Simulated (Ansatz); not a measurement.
`N[CH2][GeH2][OH]`. Total charge 0; spin multiplicity 1. Correlated methods include outer-core shells of Ge, which these sets cover unevenly. Scalar relativity is left out up to krypton.

Z-matrix (Å, degrees):
```
C
Ge 1 1.954
N 1 1.456 2 108.9
H 1 1.099 2 108.8 3 -126.9
H 1 1.093 2 106.9 3 117.8
O 2 1.788 1 104.8 3 164.7
H 2 1.543 1 113.1 3 -76.1
H 2 1.548 1 110.5 3 46.9
H 3 1.012 1 111.2 2 173.2
H 3 1.012 1 111.0 2 -67.8
H 6 0.959 2 113.1 1 170.5
```

**Question.** Give the diagnostics of a CCSD(T)/def2-TZVPP run (frozen core, Ansatz 0.2.0). (Best estimate.)

**Answer.** Ansatz gave: T1 = 0.0106, largest single amplitude 0.014, largest double 0.017, (T) share of the correlation energy 3.5 %, 9 CCSD cycles. The RHF solution is stable towards an unrestricted one. T1 lies under the customary mark of 0.02 for closed shells.
